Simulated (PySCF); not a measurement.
First SCF of a structure search on singlet As(OH)₃, at a hand-made T-shaped (heavy-atom frame) geometry. PySCF input:

```python
from pyscf import gto, scf, dft
mol = gto.M(atom='''
As     0.000000     0.000000     0.000000
O      0.000000     0.000000     1.840000
O      1.838900     0.000000     0.064200
O     -1.838900     0.000000     0.064200
H     -0.735400     0.000000     2.457100
H      2.455600    -0.735400     0.085800
H     -2.455600     0.735400     0.085800''',
    basis={'As': 'def2-TZVP', 'O': 'def2-TZVP', 'H': 'def2-TZVP'},
    charge=0, spin=0)
mf = dft.RKS(mol, xc='PBE0')
mf.grids.atom_grid = (50, 194)
aux = {'As': 'def2-universal-JKFIT', 'O': 'def2-universal-JKFIT', 'H': 'def2-universal-JKFIT'}
mf = mf.density_fit(auxbasis=aux)
mf.conv_tol = 1e-08
mf.diis_space = 10
mf.max_cycle = 60
mf.init_guess = 'minao'
mf.verbose = 4
mf.kernel()
```

Excerpt of the output (cycles and frontier levels):

```
init E= -2462.3684622553
  HOMO = -0.3061815083095  LUMO = -0.16615810350357  gap/eV = 3.81023
cycle= 1 E= -2462.55649206823  delta_E= -0.188  |g|= 1.39  |ddm|= 2.53
  HOMO = -0.108866665905133  LUMO = -0.0841898934233671  gap/eV = 0.67149
cycle= 2 E= -2461.57666314111  delta_E= 0.98  |g|=  2.6  |ddm|= 2.42
  HOMO = -0.243044824224327  LUMO = -0.111705466733625  gap/eV = 3.57393
cycle= 3 E= -2462.87450192914  delta_E= -1.3  |g|= 0.224  |ddm|= 1.77
  HOMO = -0.255759951941045  LUMO = -0.13108498354557  gap/eV = 3.39258
cycle= 4 E= -2462.88076670163  delta_E= -0.00626  |g|= 0.182  |ddm|= 0.359
  HOMO = -0.254840301737929  LUMO = -0.128952014815567  gap/eV = 3.42559
cycle= 5 E= -2462.88651278146  delta_E= -0.00575  |g|= 0.0473  |ddm|= 0.142
  HOMO = -0.251859777940609  LUMO = -0.123735949768907  gap/eV = 3.48643
cycle= 6 E= -2462.88700246449  delta_E= -0.00049  |g|= 0.00672  |ddm|= 0.0506
  HOMO = -0.252539725246166  LUMO = -0.124174302283471  gap/eV = 3.49300
cycle= 7 E= -2462.88701183495  delta_E= -9.37e-06  |g|= 0.0021  |ddm|= 0.00696
  HOMO = -0.252438264115305  LUMO = -0.123977976724937  gap/eV = 3.49558
cycle= 8 E= -2462.88701270055  delta_E= -8.66e-07  |g|= 0.000514  |ddm|= 0.00295
  HOMO = -0.25246681583409  LUMO = -0.124003136480752  gap/eV = 3.49567
cycle= 9 E= -2462.88701281644  delta_E= -1.16e-07  |g|= 0.000182  |ddm|= 0.00107
  HOMO = -0.252451547069697  LUMO = -0.124007181722305  gap/eV = 3.49515
cycle= 10 E= -2462.88701282797  delta_E= -1.15e-08  |g|= 0.000178  |ddm|= 0.000425
  HOMO = -0.25245731562481  LUMO = -0.124008345269132  gap/eV = 3.49527
cycle= 11 E= -2462.88701283479  delta_E= -6.82e-09  |g|= 3.16e-05  |ddm|= 0.000153
  HOMO = -0.252454641721336  LUMO = -0.124007330276804  gap/eV = 3.49523
Extra cycle  E= -2462.88701283467  delta_E= 1.29e-10  |g|= 4.8e-05  |ddm|= 5.67e-05
converged SCF energy = -2462.88701283467
```

No lower solution of this spin was found by a stability analysis within the restricted form, which does not test spin polarisation.

The search for the lowest solution, with the stability check, took 18 s on 4 threads of a shared Arm Neoverse V1 host, with 159 basis functions; the process peaked at 0.61 GiB.
